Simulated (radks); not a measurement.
All-electron atom: Ar3+ in [Ne] 3s1.5 3p3.5 (fractional occupations, a model configuration).

Calculated with a radial shooting solver on a logarithmic mesh with Libxc functionals: Dirac Kohn-Sham, PBEsol, spin-unpolarised, spherical densities, finite nucleus; open shells are shared between the two j in proportion to 2j + 1; Fermi nuclear charge, rms radius 3.4274 fm.

Energy parts (eV):
total: -14285.880
kinetic: 14372.477
electron-nucleus: -33438.166
Hartree: 5559.093
exchange-correlation: -779.284

Orbitals (lengths in bohr, moments of r in powers of bohr):
orbital     occ.  eigenvalue (eV)     <r^2>
1s1/2          2        -3165.475  0.009905
2s1/2          2        -344.9818    0.2031
2p1/2          2        -279.8675    0.1741
2p3/2          4        -277.6258    0.1762
3s1/2        1.5         -65.7322     1.905
3p1/2    1.16667         -50.2860     2.243
3p3/2    2.33333         -50.0354     2.261

The highest occupied level is 3p3/2 at -50.035 eV. The electron density at the nucleus is 4322 e/bohr^3. Summed over all electrons, <r^2> = 12.23 bohr^2, which gives a Langevin (diamagnetic) susceptibility term of -9.69 x 10^-6 cm^3/mol. The density falls to 0.001 e/bohr^3 at r = 2.99 bohr.
